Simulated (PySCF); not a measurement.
In(F)2(OH)(OH2), H3F2InO2, singlet (CAM-B3LYP/def2-SVP optimised geometry):

```
8

In    -0.624     0.023     0.000
F     -1.566    -1.624    -0.574
F     -1.728     1.624     0.000
O      1.353     0.023     0.000
H      1.728     0.905    -0.118
O     -1.075    -1.166     1.889
H     -0.322    -1.562     2.352
H     -1.471    -1.863     1.321
```

Level of theory: CAM-B3LYP/def2-TZVP, def2 effective core potentials past Kr in PySCF 2.14.0.

Q: What are the frontier orbital energies and the dipole moment?

A: HOMO-2 -11.90 eV, HOMO-1 -11.00 eV, HOMO -10.57 eV, LUMO -1.12 eV, LUMO+1 0.40 eV; dipole moment 3.39 D.

On the same geometry PBE/def2-TZVP, def2 effective core potentials past Kr (PySCF) gives HOMO-2 -8.31 eV, HOMO-1 -7.86 eV, HOMO -7.26 eV, LUMO -2.97 eV, LUMO+1 -1.05 eV; dipole moment 3.36 D.
